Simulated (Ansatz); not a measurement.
Basis-set series for CH₆GeTeZn, SMILES `[CH3][Zn][Te][GeH3]`. Total charge 0; spin multiplicity 1. Te takes the def2 core potential. Geometry: relaxed with PBE0-D4/def2-TZVP. It is one conformer, not always the lowest.

```tsv
functional	basis	functions	energy (Eh)	HOMO (eV)	LUMO (eV)
PBE0-D4	def2-TZVPP	277	-4165.66524	-6.30	-1.02
PBE0-D4	def2-QZVPP	508	-4165.75780	-6.31	-1.09
ωB97M-V	def2-TZVPP	277	-4165.92921	-8.33	0.52
ωB97M-V	def2-QZVPP	508	-4166.01951	-8.34	0.31
```

Problem. Give the rows for def2-SVP. (An estimate is asked.)

Solution. Computed: 
```csv
functional,basis,functions,energy (Eh),HOMO (eV),LUMO (eV)
PBE0-D4,def2-SVP,133,-4165.09136,-6.18,-0.58
ωB97M-V,def2-SVP,133,-4165.35220,-8.18,1.08
```

Positive LUMOs are unbound and depend on the basis. Scalar relativity is left out up to krypton.
